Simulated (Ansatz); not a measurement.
Coupled-cluster run, CH$_{3}$Cl$_{2}$FOSW (`C[O][W]([F])(=[S])([Cl])[Cl]`).

```yaml
crystal:
  periodic: [false, false, false]
  atoms:
    - {symbol: C, position_ang: [0.450244, -1.721752, -0.196019]}
    - {symbol: O, position_ang: [-0.037555, -0.469836, -0.582508]}
    - {symbol: W, position_ang: [-0.408558, 1.231581, 0.007714]}
    - {symbol: F, position_ang: [-2.209776, 0.747663, 0.082989]}
    - {symbol: S, position_ang: [-0.176824, 2.443828, -1.690275]}
    - {symbol: Cl, position_ang: [-0.952475, 2.708009, 1.674337]}
    - {symbol: Cl, position_ang: [1.675522, 1.138159, 1.003228]}
    - {symbol: H, position_ang: [-0.294287, -2.247936, 0.406818]}
    - {symbol: H, position_ang: [1.364674, -1.579453, 0.390182]}
    - {symbol: H, position_ang: [0.672136, -2.301462, -1.093366]}
basis:
  gaussian: {orbitals: def2-SVP}
correlation: {method: ccsd_t}
```

```sh
$ ansatz run in.yaml --threads 2 --pin off --events-out ev --progress --plain --max-ram 32768MiB --backend cuda --devices 0, --max-vram 18GiB
```

Log, shortened:

```
Functional definition: HF
1354 factors; integrals over basis functions are off by at most 1.3e-3 eV
mean field evaluation 1: about -43431.0461 eV, gradient 6.3e1 eV
mean field evaluation 2: about -43431.3224 eV, gradient 6.3e1 eV
mean field evaluation 4: about -43440.0467 eV, gradient 9.2e0 eV
mean field evaluation 8: about -43440.2773 eV, gradient 9.8e-1 eV
mean field evaluation 16: about -43440.2825 eV, gradient 6.0e-6 eV
mean field -43440.28253600 eV, -1596.4009383169 hartree, gradient 6.0e-6 eV, S^2 0.000000; 0 other end points of the search recorded, 0 dependent functions left out
18 core orbitals not correlated: weight in the atoms' cores, before any rotation towards them, 1.000 or more for the frozen orbitals, at most 0.000 for the correlated occupied ones
reference -43440.28253600 eV, -1596.4009383169 hartree; 27, 27 occupied and 98, 98 virtual orbitals, 1354 factors
second order -35.70182829 eV of doubles, -0.00000000 eV of singles
cycle   1  -33.37495742 eV  change     2.3e0 eV  update   3.0e-1
cycle   2  -34.93170710 eV  change    -1.6e0 eV  update   1.9e-1
cycle   3  -35.29834078 eV  change   -3.7e-1 eV  update   4.1e-2
cycle   4  -35.31808613 eV  change   -2.0e-2 eV  update   1.8e-2
cycle   5  -35.30196478 eV  change    1.6e-2 eV  update   6.1e-3
cycle   6  -35.30127694 eV  change    6.9e-4 eV  update   2.8e-3
cycle   7  -35.30066036 eV  change    6.2e-4 eV  update   1.4e-3
cycle   8  -35.30006444 eV  change    6.0e-4 eV  update   6.8e-4
cycle   9  -35.30026003 eV  change   -2.0e-4 eV  update   3.3e-4
cycle  10  -35.30076124 eV  change   -5.0e-4 eV  update   1.7e-4
cycle  11  -35.30055841 eV  change    2.0e-4 eV  update   7.6e-5
cycle  12  -35.30040879 eV  change    1.5e-4 eV  update   3.8e-5
cycle  13  -35.30048577 eV  change   -7.7e-5 eV  update   1.7e-5
cycle  14  -35.30045432 eV  change    3.1e-5 eV  update   9.8e-6
perturbative correction -1.54390489 eV, -0.0567374581 hartree
Total energy: -43477.12689521 eV, -1597.7549435438 hartree
```

It took 16 s on 2 threads of an AMD EPYC 7R13 on a shared host and a share of an NVIDIA H100 80 GB, with 0.79 GiB of host memory at the peak.

MP2 recovers 96.9 % of the CCSD(T) correlation energy and the triples give 4.2 %; T1 = 0.0201.
